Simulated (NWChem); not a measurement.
System: BeSiH$_{4}$O; SMILES [OH][Be][SiH3]

Input file for NWChem:

```
start job
memory heap 200 mb stack 900 mb global 1100 mb
geometry units angstroms noautoz
  Be     0.655791     0.044092    -0.456705
  O      1.779292     0.069413    -1.278714
  H      2.540842     0.087342    -1.843069
  Si    -1.091093     0.003944     0.822007
  H     -1.928217    -1.222167     0.603309
  H     -1.991115     1.182296     0.591749
  H     -0.729931     0.020512     2.278400
end
basis spherical
  Be library def2-tzvp
  O library def2-tzvp
  H library def2-tzvp
  Si library def2-tzvp
end
dft
  xc b3lyp
  iterations 150
  mulliken
end
task dft energy
```

Parts of the log:

```
             Northwest Computational Chemistry Package (NWChem) 7.3.0
             --------------------------------------------------------

 C1  symmetry detected

                             Geometry "geometry" -> ""
                             -------------------------

 Output coordinates in angstroms (scale by  1.889725989 to convert to a.u.)

  No.       Tag          Charge          X              Y              Z
 ---- ---------------- ---------- -------------- -------------- --------------
    1 Be                   4.0000     0.00023370    -0.83453058    -0.00008290
    2 O                    8.0000     0.00027748    -2.22686466     0.00041095
    3 H                    1.0000    -0.00349555    -3.17488659    -0.00366543
    4 Si                  14.0000     0.00000556     1.33072227     0.00004745
    5 H                    1.0000    -1.31575473     1.89951247     0.44412644
    6 H                    1.0000     0.27336616     1.89912320    -1.36148336
    7 H                    1.0000     1.04265160     1.89917883     0.91740204

 Effective nuclear repulsion energy (a.u.)      70.2829877534

                                 NWChem DFT Module
                                 -----------------

 Summary of "ao basis" -> "ao basis" (spherical)
 ------------------------------------------------------------------------------
       Tag                 Description            Shells   Functions and Types
 ---------------- ------------------------------  ------  ---------------------
 Be                        def2-tzvp                 9       19   5s3p1d
 O                         def2-tzvp                11       31   5s3p2d1f
 H                         def2-tzvp                 4        6   3s1p
 Si                        def2-tzvp                13       37   5s5p2d1f

            General Information
            -------------------
          SCF calculation type: DFT
          Wavefunction type:  closed shell.
          No. of atoms     :     7
          No. of electrons :    30
           Alpha electrons :    15
            Beta electrons :    15
          Charge           :     0
          Spin multiplicity:     1
          Use of symmetry is: off; symmetry adaption is: off
          Maximum number of iterations: 150
          AO basis - number of functions:   111
                     number of shells:    49
          Convergence on energy requested:  1.00D-06
          Convergence on density requested:  1.00D-05
          Convergence on gradient requested:  5.00D-04

              XC Information
              --------------
                         B3LYP Method XC Potential
                     Hartree-Fock (Exact) Exchange  0.200
                        Slater Exchange Functional  0.800 local
                    Becke 1988 Exchange Functional  0.720 non-local
              Lee-Yang-Parr Correlation Functional  0.810
                  VWN I RPA Correlation Functional  0.190 local

             Grid Information
             ----------------
          Grid used for XC integration:  medium
          Radial quadrature: Mura-Knowles
          Angular quadrature: Lebedev.
          Tag              B.-S. Rad. Rad. Pts. Rad. Cut. Ang. Pts.
          ---              ---------- --------- --------- ---------
          Be                  1.05       49          10.0       434
          O                   0.60       49          12.0       434
          H                   0.35       45          13.0       434
          Si                  1.10       88          12.0       590
          Grid pruning is: on
          Number of quadrature shells:   366
          Spatial weights used:  Erf1

      Superposition of Atomic Density Guess
      -------------------------------------

 Sum of atomic energies:        -380.19153442

      Non-variational initial energy
      ------------------------------

 Total energy =    -380.911937
 1-e energy   =    -663.566010
 2-e energy   =     212.371085
 HOMO         =      -0.369500
 LUMO         =      -0.000558

     ---------------------------------------------
      Total Density - Mulliken Population Analysis
     ---------------------------------------------

    Atom       Charge   Shell Charges
 -----------   ------   -------------------------------------------------------
    1 Be   4     3.58   1.02  0.96  0.52  0.40  0.05  0.55  0.01  0.02  0.06
    2 O    8     8.85   0.79  1.18  0.58  0.98  0.16  2.11  2.29  0.76  0.00  0.00  0.00
    3 H    1     0.57   0.19  0.27  0.06  0.05
    4 Si  14    13.90   2.00  0.59  1.39  0.88  0.50  4.11  1.73  0.51  1.42  0.64  0.06  0.05  0.01
    5 H    1     1.03   0.22  0.54  0.27  0.01
    6 H    1     1.03   0.22  0.54  0.27  0.01
    7 H    1     1.03   0.22  0.54  0.27  0.01

   convergence    iter        energy       DeltaE   RMS-Dens  Diis-err
 ---------------- ----- ----------------- --------- --------- ---------
 d= 0,ls=0.0,diis     1   -381.8969684135 -4.52D+02  9.18D-03  9.58D-01
 d= 0,ls=0.0,diis     2   -381.7198979192  1.77D-01  5.54D-03  2.75D+00
 d= 0,ls=0.0,diis     3   -381.9893754042 -2.69D-01  1.02D-03  5.98D-02
 d= 0,ls=0.0,diis     4   -381.9944543732 -5.08D-03  4.18D-04  2.58D-03
 d= 0,ls=0.0,diis     5   -381.9948352335 -3.81D-04  7.21D-05  1.85D-04
  Resetting Diis
 d= 0,ls=0.0,diis     6   -381.9948517859 -1.66D-05  9.80D-06  1.82D-06
 d= 0,ls=0.0,diis     7   -381.9948519263 -1.40D-07  4.13D-06  1.24D-07

         Total DFT energy =     -381.994851926299
      One electron energy =     -666.936133927818
           Coulomb energy =      248.603598897367
    Exchange-Corr. energy =      -33.945304649236
 Nuclear repulsion energy =       70.282987753386

 Numeric. integr. density =       30.000000167003

                       DFT Final Molecular Orbital Analysis
                       ------------------------------------

 Vector   13  Occ=2.000000D+00  E=-3.341796D-01
              MO Center= -3.4D-01,  1.2D+00, -2.4D-01, r^2= 3.7D+00
   Bfn.  Coefficient  Atom+Function         Bfn.  Coefficient  Atom+Function
  ----- ------------  ---------------      ----- ------------  ---------------
    95      0.223322  5 H  s                101     -0.209649  6 H  s
    73      0.189841  4 Si pz                71     -0.186345  4 Si px
    96      0.145967  5 H  s                 94      0.139083  5 H  s
   102     -0.137032  6 H  s                100     -0.130575  6 H  s
    27     -0.117411  2 O  pz                25      0.115231  2 O  px

 Vector   14  Occ=2.000000D+00  E=-3.341753D-01
              MO Center=  3.4D-01,  1.2D+00,  2.4D-01, r^2= 3.7D+00
   Bfn.  Coefficient  Atom+Function         Bfn.  Coefficient  Atom+Function
  ----- ------------  ---------------      ----- ------------  ---------------
   107      0.249967  7 H  s                 71      0.189852  4 Si px
    73      0.186353  4 Si pz               108      0.163383  7 H  s
   106      0.155676  7 H  s                101     -0.136808  6 H  s
    25     -0.117358  2 O  px                27     -0.115213  2 O  pz
    95     -0.113225  5 H  s                 28     -0.098444  2 O  px

 Vector   15  Occ=2.000000D+00  E=-2.825622D-01
              MO Center=  2.9D-04,  6.4D-01,  6.2D-05, r^2= 2.3D+00
   Bfn.  Coefficient  Atom+Function         Bfn.  Coefficient  Atom+Function
  ----- ------------  ---------------      ----- ------------  ---------------
    72      0.311709  4 Si py                 7      0.302469  1 Be py
     3     -0.181290  1 Be s                  4     -0.153723  1 Be s
    75      0.148466  4 Si py                63     -0.133964  4 Si py
    69      0.129771  4 Si py                 2      0.115767  1 Be s
    61     -0.106377  4 Si s                 95      0.094305  5 H  s

 Vector   16  Occ=0.000000D+00  E=-1.622468D-02
              MO Center=  6.4D-02, -4.2D-02, -4.3D-02, r^2= 4.2D+00
   Bfn.  Coefficient  Atom+Function         Bfn.  Coefficient  Atom+Function
  ----- ------------  ---------------      ----- ------------  ---------------
    96      0.527706  5 H  s                 74      0.500066  4 Si px
    12      0.424711  1 Be px                 6     -0.369298  1 Be px
   108     -0.338005  7 H  s                 31     -0.192248  2 O  px
   102     -0.187790  6 H  s                 25     -0.137528  2 O  px
    71      0.119037  4 Si px                82     -0.113185  4 Si d -2

 Vector   17  Occ=0.000000D+00  E=-1.621238D-02
              MO Center= -5.4D-02, -4.2D-02,  4.0D-02, r^2= 4.2D+00
   Bfn.  Coefficient  Atom+Function         Bfn.  Coefficient  Atom+Function
  ----- ------------  ---------------      ----- ------------  ---------------
    76      0.500042  4 Si pz               102      0.499692  6 H  s
    14      0.424795  1 Be pz               108     -0.413271  7 H  s
     8     -0.369320  1 Be pz                33     -0.192282  2 O  pz
    27     -0.137541  2 O  pz                73      0.119016  4 Si pz
    83     -0.113206  4 Si d -1              30     -0.105924  2 O  pz

 Vector   18  Occ=0.000000D+00  E=-1.371345D-02
              MO Center= -1.1D-02, -1.4D+00,  3.1D-04, r^2= 9.5D+00
   Bfn.  Coefficient  Atom+Function         Bfn.  Coefficient  Atom+Function
  ----- ------------  ---------------      ----- ------------  ---------------
     5      1.501164  1 Be s                  4     -0.833073  1 Be s
    61     -0.456729  4 Si s                 53      0.425487  3 H  s
    60     -0.238032  4 Si s                 32      0.220534  2 O  py
    23     -0.149838  2 O  s                 19      0.149027  1 Be d  2
    24     -0.149278  2 O  s                 59      0.135138  4 Si s

     ---------------------------------------------
      Total Density - Mulliken Population Analysis
     ---------------------------------------------

[...]
```

Level: B3LYP/def2-TZVP. All runs use the structure optimised with PBE0/def2-SVP.
